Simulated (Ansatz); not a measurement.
`[NH2][Ge][Br]` + NH₃ → `[NH2][Ge][NH2]` + HBr at 700 K and 1 bar (ligand exchange at a Ge–Br bond).

Isolated molecules relaxed with PBE0-D4/def2-TZVP in Ansatz; ΔE leaves out vibrations. CCSD(T)/CBS is the MP2 limit (def2-TZVPP, def2-QZVPP) plus CCSD(T) − MP2 in def2-TZVPP, frozen cores. This one scheme is used for every species. For Br, Ge outer-core shells are correlated without core-valence functions, which leaves a few kJ/mol of doubt a bond. Scalar relativity is left out up to krypton. Each species was taken in one conformer, which may not be the lowest.

```csv
species,CCSD(T)/CBS energy (Eh),H − E (kJ/mol),S (J/(mol·K))
`[NH2][Ge][Br]`,-4705.39826,114.9,372.6
NH₃,-56.50880,116.9,226.5
`[NH2][Ge][NH2]`,-2187.95575,188.5,375.6
HBr,-2573.91920,36.5,223.7
```

H − E and S are ideal-gas, rigid-rotor, harmonic terms from PBE0-D4/def2-TZVP, for one conformer and one mirror image of each species. 1 Eh = 2625.50 kJ/mol, R = 8.31446 J/(mol·K).

Problem. By hand: ΔE, ΔH, ΔS and ΔG.

Solution. ΔE = (-2187.95575) + (-2573.91920) − (-4705.39826) − (-56.50880) = 0.03211 Eh = 84.3 kJ/mol. Δ(H − E) = 188.5 + 36.5 − 114.9 − 116.9 = -6.8, so ΔH = 77.5 kJ/mol. ΔS = 375.6 + 223.7 − 372.6 − 226.5 = 0.2 J/(mol·K). ΔG = 77.5 − 700 × (0.2)/1000 = 77.4 kJ/mol.

Problem. By hand: the equilibrium constant, and the temperature at which ΔG would vanish if ΔH and ΔS stayed fixed.

Solution. log₁₀ K = −ΔG/(RT ln 10) = -5.8. ΔG = 0 at ΔH/ΔS = 387500 K, far beyond where these terms or the molecules hold.

The number of gas molecules stays the same, so ΔS is small and ΔH decides. A doubt of 5 kJ/mol in ΔE shifts log₁₀ K by 0.4 here. Other conformers and mirror images would add mixing entropy, several J/(mol·K) or more a flexible species. These are equilibria of isolated gas molecules and say nothing of rates. Largest T1 diagnostic: 0.013 (customary marks: 0.02 for closed shells, 0.045 for open ones).
